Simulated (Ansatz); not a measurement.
CH6CuNO, SMILES `C[O][Cu-][NH3+]`, relaxed with RKS PBE0-D4/def2-TZVP in Ansatz 0.2.0 from a GFN2-xTB geometry. The force threshold is 0.005 eV/Å; the program also tests the step.

The species carries charge 0 and has multiplicity 1.

Start:

```xyz
10

C    -0.321    0.157    2.180
O    -0.958    0.331    0.966
Cu   -0.249    0.066   -0.596
N     0.414   -0.189   -2.315
H    -0.004   -0.886    2.346
H     0.572    0.796    2.287
H    -1.021    0.425    2.984
H     0.975    0.616   -2.579
H     0.977   -1.035   -2.337
H    -0.385   -0.281   -2.936
```

```csv
step,energy (eV),largest force (eV/Å),largest move (Å)
1,-49303.5459,0.682,0.000
2,-49303.5956,0.493,0.045
3,-49303.6193,0.043,0.052
4,-49303.6196,0.016,0.007
5,-49303.6198,0.014,0.013
6,-49303.6198,0.020,0.007
7,-49303.6198,0.001,0.002
```

End:

```xyz
10

C    -0.337    0.164    2.222
O    -0.997    0.353    1.021
Cu   -0.256    0.071   -0.577
N     0.416   -0.193   -2.358
H    -0.002   -0.875    2.389
H     0.556    0.803    2.346
H    -1.011    0.411    3.059
H     0.992    0.587   -2.659
H     0.981   -1.033   -2.417
H    -0.343   -0.287   -3.026
```

Hardware: 2 threads of a server CPU on a shared host. Wall time 67 s, peak host memory 0.47 GiB.
